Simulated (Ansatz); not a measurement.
`[SiH3]O[SiH2]Br` + H₂ → `[SiH3]Br` + silanol at 500 K and 1 bar (hydrogenolysis of the Si–O bond).

Isolated molecules relaxed with PBE0-D4/def2-TZVP in Ansatz; ΔE leaves out vibrations. CCSD(T)/CBS adds triple-zeta CCSD(T) − MP2 to the extrapolated MP2 energy (def2 sets, frozen cores). This one scheme is used for every species. For Br outer-core shells are correlated without core-valence functions, which leaves a few kJ/mol of doubt a bond. Scalar relativity is left out up to krypton. Each species was taken in one conformer, which may not be the lowest.

```json
{"species": "`[SiH3]O[SiH2]Br`", "CCSD(T)/CBS energy (Eh)": "-3229.78766", "H − E (kJ/mol)": "172.4", "S (J/(mol·K))": "436.9"}
{"species": "H₂", "CCSD(T)/CBS energy (Eh)": "-1.17544", "H − E (kJ/mol)": "41.0", "S (J/(mol·K))": "145.5"}
{"species": "`[SiH3]Br`", "CCSD(T)/CBS energy (Eh)": "-2864.23411", "H − E (kJ/mol)": "91.6", "S (J/(mol·K))": "294.2"}
{"species": "`O[SiH3]`", "CCSD(T)/CBS energy (Eh)": "-366.69042", "H − E (kJ/mol)": "127.5", "S (J/(mol·K))": "292.9"}
```

H − E and S are ideal-gas, rigid-rotor, harmonic terms from PBE0-D4/def2-TZVP, for one conformer and one mirror image of each species. The MP2-based limit puts H₂ 0.8 mEh under its directly extrapolated value; such offsets cancel only in part. 1 Eh = 2625.50 kJ/mol, R = 8.31446 J/(mol·K).

Problem. By hand: ΔE, ΔH, ΔS and ΔG.

Solution. ΔE = (-2864.23411) + (-366.69042) − (-3229.78766) − (-1.17544) = 0.03857 Eh = 101.3 kJ/mol. Δ(H − E) = 91.6 + 127.5 − 172.4 − 41.0 = 5.7, so ΔH = 107.0 kJ/mol. ΔS = 294.2 + 292.9 − 436.9 − 145.5 = 4.7 J/(mol·K). ΔG = 107.0 − 500 × (4.7)/1000 = 104.7 kJ/mol.

Problem. By hand: the equilibrium constant, and the temperature at which ΔG would vanish if ΔH and ΔS stayed fixed.

Solution. log₁₀ K = −ΔG/(RT ln 10) = -10.9. ΔG = 0 at ΔH/ΔS = 22766 K, far beyond where these terms or the molecules hold.

The number of gas molecules stays the same, so ΔS is small and ΔH decides. A doubt of 5 kJ/mol in ΔE shifts log₁₀ K by 0.5 here. Other conformers and mirror images would add mixing entropy, several J/(mol·K) or more a flexible species. Modes under 60 cm⁻¹, often nearly free rotors, make the harmonic entropy too high. These are equilibria of isolated gas molecules and say nothing of rates. Largest T1 diagnostic: 0.011 (customary marks: 0.02 for closed shells, 0.045 for open ones).
